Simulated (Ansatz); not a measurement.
Start from `BC(=C)SC` and change one atom or group to get `BC(=C)C`.

Ansatz, PBE0-D4/def2-TZVP geometries, multiplicity 1. Each molecule was computed in one conformer, which needn't be the lowest.

| property | `BC(=C)SC` |
| --- | --- |
| size of the dipole moment (PBE/def2-TZVPP) / D | 0.42 |
| size of the dipole moment (B3LYP/def2-TZVPP) / D | 0.41 |
| HOMO energy (PBE/def2-TZVPP) / eV | -5.24 |
| HOMO–LUMO gap (PBE/def2-TZVPP) / eV | 2.10 |
| size of the dipole moment (ωB97M-V/def2-TZVPP) / D | 0.40 |
| HOMO–LUMO gap (B3LYP/def2-TZVPP) / eV | 3.67 |

Problem. What does the change do to each property? (Estimate.)

Solution. Computed: 
```tsv
property	`BC(=C)C`	shift
size of the dipole moment (PBE/def2-TZVPP) / D	1.26	0.84
size of the dipole moment (B3LYP/def2-TZVPP) / D	1.16	0.75
HOMO energy (PBE/def2-TZVPP) / eV	-6.91	-1.67
HOMO–LUMO gap (PBE/def2-TZVPP) / eV	3.97	1.87
size of the dipole moment (ωB97M-V/def2-TZVPP) / D	1.11	0.71
HOMO–LUMO gap (B3LYP/def2-TZVPP) / eV	5.56	1.89
```

With PBE0 the HOMO falls by 1.68 eV and the LUMO rises by 0.25 eV, so the gap widens by about 1.93 eV. PBE moves the HOMO by -1.67 eV and ωB97M-V by -1.78 eV. Dipoles are sizes alone; their direction can turn.

B3LYP here is the variant with VWN-RPA as its local correlation; programs differ in this.
